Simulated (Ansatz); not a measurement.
Zr(OH)2(H)2 (H4O2Zr), SMILES [OH][ZrH2][OH], multiplicity 1.

Coordinates come from a r2SCAN-D4/def2-TZVP optimisation. The spin state was assumed, not searched. The structure was generated by enumeration; whether it is a known compound was not checked. The def2 effective core potentials stand for the cores of Zr; spin–orbit coupling is left out. One conformer was computed; it need not be the lowest.

Two levels are set side by side: PBE/def2-SVPD (Ansatz, an electronic-structure program) and PBE0/def2-SVPD (Ansatz). Energy differences of separate SCF runs at the same geometry; the states with an electron removed or added have multiplicity 2 and 2. Differences are taken from unrounded values.

```tsv
quantity	PBE0	PBE	PBE minus PBE0
vertical ionisation energy (eV)	9.89	9.49	-0.40
vertical singlet–triplet gap (eV)	3.94	3.76	-0.19
```
